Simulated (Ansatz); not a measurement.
Input file for Ansatz (a first-principles code): U-wB97X-V/def2-TZVPP on Mg2+, 2S+1 = 2, a spin state set in the input, which need not be the lowest, a point of a bond scan (R = 3.054 Å). Charge +1.

Ansatz 0.2 input:
```yaml
crystal:
  periodic: [false, false, false]
  atoms:
    - {symbol: Mg, position_ang: [0.00000000, 0.00000000, 0.00000000]}
    - {symbol: Mg, position_ang: [0.00000000, 0.00000000, 3.05407900]}
basis:
  gaussian:
    orbitals: def2-TZVPP
    pivot_positions_ang: [[0.00000000, 0.00000000, 0.00000000], [0.00000000, 0.00000000, 3.05407900]]
hamiltonian:
  xc: {name: wB97X-V}
total_charge: 1
magnetization: {spin_polarized: true, initial_magnetization: 1}
output: {forces: true, orbitals: {seedname: ./end}}
```

The head of its log:

```
WARN ansatz: RAYON_NUM_THREADS=2 ignored (pool sized by the plan → 2); use --threads N
Functional definition: wB97X-V
integrals: 0.03 GiB planned
596 factors; integrals over basis functions are off by at most 4.9e-4 eV
integrals: 0.07 GiB planned
180 factors; integrals over basis functions are off by at most 1.3e-5 eV
mean field: 0.33 GiB planned
mean field evaluation 1: about -10879.7476 eV, gradient 3.0e0 eV
mean field evaluation 2: about -10879.8400 eV, gradient 8.9e-1 eV
```

### Question
Predict the final total energy.

### Answer
-399.8279 hartree.
